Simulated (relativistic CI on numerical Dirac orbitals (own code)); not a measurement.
# Electric-dipole transitions in Xe39+

Calculated at this level of theory: Dirac-Coulomb-Breit CI, KLI orbitals optimised for each configuration, model QED (radiative potential, 1s self-energy scaled to tabulated hydrogen-like ionisation energies), unscaled Slater integrals (own radial code, finite nucleus).

Configuration list (outside the closed core [Ne]): 3s2 3p3, 3s 3p4, 3s2 3p2 3d, 3p5, 3s 3p3 3d, 3p4 3d, 3s 3p2 3d2, 3s2 3p 3d 4p, 3p4 4s, 3s 3p2 3d 4s, 3p4 4p, 3s2 3p2 4s, 3s2 3p 3d2, 3s2 3d3, 3s 3p 3d3, 3s2 3d2 4s, 3p3 3d2, 3p2 3d3, 3p2 3d2 4s, 3s2 3p 3d 4s, 3s 3p 3d2 4s, 3s2 3d 4s2, 3s 3p2 3d 4p, 3s 3p 3d2 4p, 3p2 3d2 4p, 3s 3p 3d 4s 4p. Double excitations out of closed p, d and f shells are left out; levels of such configurations are missing from the list, as are those of other unlisted configurations, and high levels can miss mixing partners.

| λ vac (nm) | Lower | Upper | A (s⁻¹) | E lower (10³ cm⁻¹) | E upper (10³ cm⁻¹) |
| --- | --- | --- | --- | --- | --- |
| 4.7710 | 3s2 3p2 3d 4F_3/2 [5] | 3s2 3p 3d2 2D°_3/2 [66] | 6.98e+11 | 1226.1 | 3322.0 |
| 4.7850 | 3s2 3p2 3d 4D_7/2 [16] | 3s2 3p 3d2 4P°_5/2 [132] | 5.77e+11 | 1944.1 | 4034.0 |
| 4.8201 | 3s2 3p2 3d 4D_7/2 [16] | 3s2 3p 3d2 4D°_7/2 [130] | 3.26e+11 | 1944.1 | 4018.8 |
| 4.8360 | 3s 3p4 4P_5/2 [8] | 3s 3p3 3d 4P°_3/2 [90] | 4.53e+11 | 1505.3 | 3573.1 |
| 4.8516 | 3s2 3p3 2P°_3/2 [1] | 3s2 3p2 3d 4P_3/2 [21] | 8.01e+11 | 0.0 | 2061.2 |
| 4.8575 | 3s2 3p3 2P°_3/2 [1] | 3s2 3p2 3d 2P_1/2 [20] | 5.64e+11 | 0.0 | 2058.7 |
| 4.8628 | 3s2 3p3 4S°_3/2 [2] | 3s2 3p2 3d 2D_3/2 [35] | 4.16e+11 | 572.1 | 2628.5 |
| 4.8812 | 3s2 3p3 4S°_3/2 [2] | 3s2 3p2 3d 2D_5/2 [32] | 1.84e+11 | 572.1 | 2620.8 |
| 4.8882 | 3s 3p4 4P_5/2 [7] | 3s 3p3 3d 4D°_7/2 [76] | 3.41e+11 | 1360.2 | 3405.9 |
| 4.9441 | 3s2 3p3 2P°_3/2 [1] | 3s2 3p2 3d 2D_5/2 [19] | 4.69e+11 | 0.0 | 2022.6 |
| 4.9501 | 3s 3p4 4P_5/2 [8] | 3s2 3p 3d2 2F°_5/2 [87] | 3.77e+11 | 1505.3 | 3525.4 |
| 4.9521 | 3s2 3p3 2P°_1/2 [4] | 3s2 3p2 3d 2D_3/2 [41] | 4.70e+11 | 721.7 | 2741.0 |
| 4.9583 | 3s 3p4 4P_5/2 [7] | 3s 3p3 3d 4P°_5/2 [71] | 4.59e+11 | 1360.2 | 3377.0 |
| 4.9782 | 3s2 3p3 2D°_5/2 [3] | 3s2 3p2 3d 2F_7/2 [39] | 4.01e+11 | 639.9 | 2648.7 |
| 5.0483 | 3s2 3p3 2D°_5/2 [3] | 3s2 3p2 3d 2D_5/2 [32] | 3.61e+11 | 639.9 | 2620.8 |
| 5.1043 | 3s2 3p2 3d 2G_9/2 [18] | 3s2 3p 3d2 4F°_9/2 [125] | 4.72e+11 | 2015.3 | 3974.4 |
| 5.3520 | 3s2 3p2 3d 4F_3/2 [5] | 3s2 3p 3d2 4G°_5/2 [56] | 2.20e+11 | 1226.1 | 3094.5 |
| 5.7045 | 3s2 3p3 2P°_3/2 [6] | 3s 3p4 2P_1/2 [54] | 6.87e+11 | 1302.8 | 3055.8 |
| 5.8167 | 3s2 3p2 3d 2G_9/2 [18] | 3s 3p3 3d 4D°_7/2 [106] | 2.38e+11 | 2015.3 | 3734.5 |
| 5.8578 | 3s2 3p3 2D°_5/2 [3] | 3s 3p4 2P_3/2 [28] | 2.97e+11 | 639.9 | 2347.0 |
| 6.0491 | 3s2 3p2 3d 4F_9/2 [33] | 3s2 3p 3d2 2G°_9/2 [155] | 3.48e+11 | 2624.0 | 4277.2 |
| 6.0913 | 3s2 3p2 3d 4F_3/2 [5] | 3s 3p3 3d 4G°_5/2 [46] | 1.36e+11 | 1226.1 | 2867.7 |
| 6.2104 | 3s2 3p3 2P°_3/2 [6] | 3s2 3p2 3d 2D_5/2 [50] | 3.58e+11 | 1302.8 | 2913.0 |
| 6.2192 | 3s2 3p3 2D°_5/2 [3] | 3s 3p4 2D_5/2 [27] | 2.12e+11 | 639.9 | 2247.8 |
| 6.2959 | 3s2 3p3 4S°_3/2 [2] | 3s2 3p2 3d 2F_5/2 [24] | 1.80e+11 | 572.1 | 2160.4 |
| 6.3330 | 3s2 3p3 2P°_3/2 [6] | 3s2 3p2 3d 2D_3/2 [47] | 2.64e+11 | 1302.8 | 2881.8 |
| 6.3764 | 3s2 3p2 3d 2G_7/2 [14] | 3s 3p3 3d 2G°_9/2 [77] | 1.84e+11 | 1860.9 | 3429.2 |
| 6.6014 | 3s 3p4 4P_5/2 [8] | 3s 3p3 3d 4G°_7/2 [52] | 1.17e+11 | 1505.3 | 3020.1 |
| 6.6433 | 3s2 3p3 2P°_3/2 [1] | 3s 3p4 4P_5/2 [8] | 8.34e+10 | 0.0 | 1505.3 |
| 6.6480 | 3s2 3p3 2D°_5/2 [3] | 3s2 3p2 3d 2F_7/2 [23] | 1.13e+11 | 639.9 | 2144.1 |

Terms are leading LS components. Brackets give the number of a level in order of energy, since labels repeat. The list gives strong lines, with weight on those to low levels, without lines whose two gauges differ by over a factor of 2.5, among the lowest 200 of 3317 levels, so that lines to higher ones, which can be the strongest, are missing. Levels whose partners in the same complex of configurations lie outside the list can be far off, and so can their lines. Rates are taken at the computed energies, electric ones in the length gauge.

At this charge energies of transitions that change n are usually good to better than 1 %, and those within a shell (Δn = 0) to a few per cent.

LS names give the leading component of a level, which can be under half, so a name can repeat, a term be missing and a line seem to break the LS rules.
